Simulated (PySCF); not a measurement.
Precursor series Hf Cl-F. All species are isolated molecules in the gas phase.

The dipole moment from two functionals at the same geometries (r2SCAN-D4/def2-SVP), both in PySCF: PBE-D3(BJ)/def2-TZVP and B3LYP-D3(BJ)/def2-TZVP. B3LYP has the VWN-RPA correlation part, as in Gaussian. 

```
species                                 PBE-D3(BJ)/def2-TZVP (D)
--------------------------------------  ------------------------
0 of 4 Cl replaced by F ([Hf(Cl)4])                         0.00
1 of 4 Cl replaced by F ([Hf(Cl)3(F)])                      0.11
2 of 4 Cl replaced by F                                     0.05
3 of 4 Cl replaced by F ([Hf(Cl)(F)3])                      0.02
4 of 4 Cl replaced by F ([Hf(F)4])                          0.00
```

What does B3LYP-D3(BJ)/def2-TZVP give for each?


- 0 of 4 Cl replaced by F ([Hf(Cl)4]): 0.00
- 1 of 4 Cl replaced by F ([Hf(Cl)3(F)]): 0.17
- 2 of 4 Cl replaced by F: 0.14
- 3 of 4 Cl replaced by F ([Hf(Cl)(F)3]): 0.07
- 4 of 4 Cl replaced by F ([Hf(F)4]): 0.00
Over these rows, drawn at random from the members with no instability flagged (it was tested for open shells, ions and some series alone), PBE minus B3LYP-D3(BJ): mean -0.04 D, from -0.09 D to 0.00 D.
